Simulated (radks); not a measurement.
Neutral technetium inside a hard spherical wall (all orbitals vanish at R), configuration held at [Kr] 4d5 5s2 and not refilled when levels cross. Calculated with a radial shooting solver on a logarithmic mesh with Libxc functionals: scalar-relativistic Kohn-Sham, PBE, spin-polarised, spherical densities, finite nucleus; open shells are filled with parallel spins first (spin-orbit coupling, left out, can overturn this in heavy ions); Fermi nuclear charge, rms radius 4.4112 fm. Eigenvalues in eV for spin up, with the zero of energy where the potential of the charges vanishes at infinity; a dash marks a level that is unbound or too diffuse for the functional's potential to be trusted. A positive occupied level is held by the wall or, in an anion where self-interaction has pushed it up, behind a barrier. The pressure on the wall is -dE/dV.

R (bohr),E (hartree),kinetic (hartree),e(4s),e(4p),e(4d),e(5s),"e(5p, empty)","e(6s, empty)",pressure (GPa)
free,-4285.67833,4425.173,-74.356,-46.452,-7.827,-5.540,-1.623,-,0
12,-4285.67826,4425.173,-74.348,-46.443,-7.819,-5.533,-1.595,0.785,0.00132
8,-4285.67248,4425.217,-74.071,-46.166,-7.555,-5.298,-1.082,4.289,0.232
5,-4285.51318,4425.989,-71.286,-43.426,-5.024,-2.180,3.826,23.351,18.4
4,-4285.10268,4427.648,-67.328,-39.615,-1.376,3.718,11.915,48.317,111
3,-4283.23161,4434.558,-57.092,-29.795,9.259,25.190,38.725,117.68,1020
2.5,-4279.87754,4446.435,-45.426,-18.072,23.229,57.371,75.960,202.54,4040
2,-4269.72882,4479.753,-20.296,8.890,56.061,138.10,163.82,385.97,20500
1.5,-4232.21757,4586.943,52.836,89.459,149.69,372.85,406.26,856.52,148000
